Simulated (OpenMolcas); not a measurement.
Nb3+ (d2) in a complex was computed by SS-CASPT2, IPEA 0.25 Eh, imaginary shift 0.1 Eh with the d shell active (OpenMolcas, ANO-RCC-VDZP on the metal). Its lowest spin-free states, and all those of the highest spin:

| 2S+1 | Degeneracy | E (cm-1) |
| --- | --- | --- |
| 3 | 1 | 0 |
| 3 | 1 | 3470 |
| 3 | 1 | 4920 |
| 1 | 1 | 7070 |
| 1 | 1 | 7100 |
| 1 | 1 | 10840 |
| 1 | 1 | 11150 |
| 1 | 1 | 12140 |
| 1 | 1 | 21670 |
| 3 | 1 | 22600 |
| 3 | 1 | 24470 |
| 3 | 1 | 27560 |
| 3 | 1 | 29190 |
| 3 | 1 | 29960 |
| 3 | 1 | 33890 |
| 3 | 1 | 48470 |

Problem. Is the site octahedral, tetrahedral or cube-like, axial, or of lower symmetry?

Solution. The states with 2S+1 = 3 have orbital degeneracies 1, 1, 1, 1, 1, 1, 1, 1, 1, 1. No state of this spin is degenerate, so the site is of lower symmetry, with no axis of order three or more. The run had Nb3+ with 6 ligands (water, chloride on the axis) in tetragonal octahedral coordination (D2h) at 2.14 Å, the axial distance 2.551 Å. Ligand basis ANO-RCC-VDZP.

Over all roots computed the reference weight is 0.68 to 0.69; a low but even weight reflects the number of correlated electrons. The least metal-like active orbital is 78 % on the metal (Löwdin) and no ligand orbital is active, so the numbers are rough. Ligand-to-metal charge-transfer states are missing. With no ligand orbital active B as a rule stays too high, so bands that hang on it stand too high and its fall with covalency is understated. With one d shell and no ligand orbital active, 10Dq can be off by a tenth or more. The distance lies 3 % over the 2.08 Å that this model takes as the normal distance (a Shannon-type radius plus a fixed donor radius); by an R⁻⁵ law this alone changes a d-shell field by about -13 %. No measured value stands beside these numbers; the geometry is a model, was not optimised and need not be the one that this ion takes.
